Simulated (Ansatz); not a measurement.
One change: `[CH3][Zr]12345678([Cl])([C@H]9[C@@H]1[C@@H]2[C@@H]3[C@H]94)[C@H]1[C@@H]5[C@@H]6[C@@H]7[C@H]18` becomes `[F][Zr]12345678([Cl])([C@H]9[C@@H]1[C@@H]2[C@@H]3[C@H]94)[C@H]1[C@@H]5[C@@H]6[C@@H]7[C@H]18`.

Ansatz, PBE0-D4/def2-TZVP geometries, multiplicity 1. 

Elements past krypton have def2 core potentials.

```tsv
property	`[CH3][Zr]12345678([Cl])([C@H]9[C@@H]1[C@@H]2[C@@H]3[C@H]94)[C@H]1[C@@H]5[C@@H]6[C@@H]7[C@H]18`
HOMO energy (ωB97M-V/def2-TZVPP) / eV	-8.91
LUMO energy (ωB97M-V/def2-TZVPP) / eV	0.60
HOMO energy (B3LYP/def2-TZVPP) / eV	-6.65
HOMO–LUMO gap (B3LYP/def2-TZVPP) / eV	5.07
HOMO energy (PBE/def2-TZVPP) / eV	-5.85
LUMO energy (PBE0/def2-TZVPP) / eV	-1.38
```

What does the change do to each property? (Estimate.)

The calculation gave: 
```csv
property,`[F][Zr]12345678([Cl])([C@H]9[C@@H]1[C@@H]2[C@@H]3[C@H]94)[C@H]1[C@@H]5[C@@H]6[C@@H]7[C@H]18`,shift
HOMO energy (ωB97M-V/def2-TZVPP) / eV,-8.98,-0.07
LUMO energy (ωB97M-V/def2-TZVPP) / eV,0.69,0.09
HOMO energy (B3LYP/def2-TZVPP) / eV,-6.74,-0.09
HOMO–LUMO gap (B3LYP/def2-TZVPP) / eV,5.20,0.13
HOMO energy (PBE/def2-TZVPP) / eV,-5.93,-0.08
LUMO energy (PBE0/def2-TZVPP) / eV,-1.33,0.05
```

With PBE0 the HOMO falls by 0.09 eV and the LUMO rises by 0.05 eV, so the gap widens by about 0.14 eV. PBE moves the HOMO by -0.08 eV and ωB97M-V by -0.07 eV.

B3LYP here is the variant with VWN-RPA as its local correlation; programs differ in this.

Positive LUMOs are unbound, so they and the gaps depend on the basis.
